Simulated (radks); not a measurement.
The numbers below are computed, except where a source is named.
Q: The mean radii <r> (bohr) of the occupied orbitals of an atom or ion are listed with their occupations. Level of theory: scalar-relativistic Kohn-Sham, LDA (Slater exchange, Perdew-Wang correlation), spin-polarised, spherical densities, point nucleus (a radial shooting solver on a logarithmic mesh with Libxc functionals).

orbital  occ.      <r>
1s          2  0.05038
2s          2   0.2266
2p          6   0.1984
3s          2   0.6830
3p          6   0.7147
3d         10   0.8800

Name the element and its charge. Open shells, if any, are filled with parallel spins first.

A: Z = 30, zinc, charge +2: Zn2+ in [Ar] 3d10. The 1s radius gives Z: for a bare nucleus <r> = (2 gamma + 1)/(2Z) with gamma = sqrt(1 - (Z/c)^2), 0.04919 bohr for Z = 30, and screening makes it slightly larger (0.05038 here). The occupations add up to 28, and the charge is Z minus that.
